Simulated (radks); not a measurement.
Question: These are the eigenvalues of the occupied orbitals of an atom or ion with whole-number occupations (hartree). Calculated with a radial shooting solver on a logarithmic mesh with Libxc functionals: non-relativistic Kohn-Sham, r2SCAN, spin-unpolarised, spherical densities, point nucleus; meta-GGA in the generalised Kohn-Sham scheme.

orbital  eigenvalue
1s        -946.7127
2s        -140.1126
2p        -130.6618
3s        -28.11525
3p        -24.25771
3d        -17.15576
4s         -5.94012
4p         -4.67086
4d         -2.57252
5p         -1.33605

Which element is it, and in what charge state? The configuration may be excited.

Answer: Z = 48, cadmium, charge +4: Cd4+ in [Kr] 4d7 5p1. The list shows which subshells hold electrons but not how many an open one holds; the 1s level, -946.71 hartree, gives Z - s = 43.5 by -(Z - s)^2/2, which with screening narrows Z to a few neighbours, and the depths of the outer levels then fix element, charge and occupations together.
